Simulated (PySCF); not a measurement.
## Structure elucidation problem

An unknown has the formula C₁₁H₁₆. Its calculated NMR data are:

1H NMR (500 MHz, computed): δ 7.26 (m, 1H), 7.26 (m, 1H), 7.22 (m, 1H), 7.22 (m, 1H), 2.51 (q, J = 8.6 Hz, 2H), 2.39 (t, J = 8.2 Hz, 2H), 1.36 (sext, J = 8.2 Hz, 2H), 1.14 (t, J = 8.6 Hz, 3H), 1.09 (t, J = 8.3 Hz, 3H).

13C{1H} NMR (computed): δ 147.5 (C), 146.1 (C), 135.3 (CH), 135.1 (CH), 132.1 (CH), 132.0 (CH), 38.7 (CH2), 30.1 (CH2), 29.7 (CH2), 19.3 (CH3), 17.0 (CH3).

[PySCF 2.14.0 with density-fitted response routines: σ from GIAO-PBE0/pcSseg-1; J: B3LYP/pcJ-1 (without the spin–dipole term); PBE0-D3(BJ)/def2-SVP geometry; fast rotation and ring inversion assumed for equivalent nuclei; one computed conformer; gas phase; non-relativistic]

Scale: 1H, 13C against TMS (reference shieldings calculated alike).

Q: Deduce the structure.

A: 
- The formula gives 4 degrees of unsaturation (1 ring in the answer).
- 11 carbon signals for 11 carbons: no two carbons are equivalent.
- Carbon types of the structure: 2 × C, 4 × CH, 3 × CH2, 2 × CH3, which accounts for all hydrogens.
- δC 147.5, 146.1: substituted aromatic carbon.
- δC 135.3, 135.1, 132.1, 132.0: aromatic CH; the aromatic region.
- δC 38.7, 29.7: sp3 CH2 on an aromatic ring; saturated and bonded to C and H only.
- δC 30.1: sp3 CH2; saturated and bonded to C and H only.
- δC 19.3, 17.0: methyl carbon; a saturated carbon with 1 carbon neighbour and no heteroatom attached.
- δH 7.26, 7.26, 7.22, 7.22: hydrogen on an aromatic CH; aromatic region.
- δH 2.51, 2.39: hydrogen on an sp3 CH2 on an aromatic ring; benzylic-type position, deshielded by the ring.
- The protons at 2.51 and 1.14 share a coupling of 8.6 Hz (vicinal).
- The protons at 1.09 and 1.36 share a coupling of 8.3 Hz (vicinal).
- The protons at 1.36 and 2.39 share a coupling of 8.2 Hz (vicinal).

Structure: SMILES C1(CCC)=CC=CC=C1CC.

The data come from this structure; uniqueness wasn't tested.

Splittings below 1 Hz are ignored in the labels, and close J values are merged. Unscaled 3J(H,H) at this level run about 10 % above measured values. Shifts are as computed. Against solution values, carbons near 30 ppm lie about +2 ppm off and those near 130 ppm about +5 ppm (rms about the fit 1.9 ppm; single classes can miss by 10 ppm). Of 1328 compounds with measured shifts, 309 miss one by over three times the rms of a fit or turn the order of signals round; such compounds aren't used in these exercises. Signals without a measured value on file couldn't be tested in this way; 1H shifts scatter by 0.2 ppm about their fit, and single ones miss by 0.5 ppm. Vicinal H,H couplings across rotating CH2–CH2 and CH–CH2 bonds are estimated from the computed gauche and anti values for equal rotamer populations, (2 J gauche + J anti)/3.
